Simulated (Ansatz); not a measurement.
Abridged output of a molecular run in Ansatz:

```
Functional definition: HF
1452 factors; integrals over basis functions are off by at most 1.3e-3 eV
mean field evaluation 1: about -22495.5042 eV, gradient 3.5e1 eV
mean field evaluation 2: about -22495.8630 eV, gradient 3.5e1 eV
mean field evaluation 4: about -22499.2955 eV, gradient 5.4e0 eV
mean field evaluation 8: about -22499.4097 eV, gradient 4.8e-1 eV
mean field evaluation 16: about -22499.4120 eV, gradient 2.3e-6 eV
mean field -22499.41197766 eV, -826.8381395299 hartree, gradient 2.3e-6 eV, S^2 0.000000; 0 other end points of the search recorded, 0 dependent functions left out
13 core orbitals not correlated: weight in the atoms' cores, before any rotation towards them, 1.000 or more for the frozen orbitals, at most 0.000 for the correlated occupied ones
reference -22499.41197766 eV, -826.8381395299 hartree; 14, 14 occupied and 220, 220 virtual orbitals, 1452 factors
second order -21.77011567 eV of doubles, -0.00000000 eV of singles
cycle   1  -22.21079781 eV  change   -4.4e-1 eV  update   1.3e-1
cycle   2  -22.87364985 eV  change   -6.6e-1 eV  update   4.1e-2
cycle   3  -23.04469980 eV  change   -1.7e-1 eV  update   2.4e-2
cycle   4  -23.02980379 eV  change    1.5e-2 eV  update   7.1e-3
cycle   5  -23.02504837 eV  change    4.8e-3 eV  update   3.3e-3
cycle   6  -23.02585944 eV  change   -8.1e-4 eV  update   1.1e-3
cycle   7  -23.02520873 eV  change    6.5e-4 eV  update   4.6e-4
cycle   8  -23.02526592 eV  change   -5.7e-5 eV  update   2.2e-4
cycle   9  -23.02539774 eV  change   -1.3e-4 eV  update   9.5e-5
cycle  10  -23.02532556 eV  change    7.2e-5 eV  update   4.1e-5
cycle  11  -23.02534727 eV  change   -2.2e-5 eV  update   1.7e-5
perturbative correction -1.09358408 eV, -0.0401884737 hartree
Total energy: -22523.53090902 eV, -827.7244939088 hartree
```

Its atoms:

```xyz
10

B     0.6318    0.1227   -0.7373
C    -0.7168   -0.4332   -0.1160
S    -2.1570   -1.0423   -0.8275
O    -0.7012   -0.3887    1.1771
Si    0.7656    0.6681    1.1904
H     0.5843    0.8034   -1.7232
H     1.3531   -0.8521   -0.8299
H    -1.6974   -0.9275   -2.0837
H     0.2493    1.9513    1.7398
H     1.6882    0.0982    2.2104
```

Question: Which basis set was used?
A. def2-QZVPP
B. def2-TZVPP
C. def2-SVPD
D. def2-TZVPPD

Answer: B. It gives 247 functions.

Question: Write the keys of the input that set method, charge and spin (a neutral closed shell needs none for the last two).

Answer: 
```yaml
correlation: {method: ccsd_t}
```
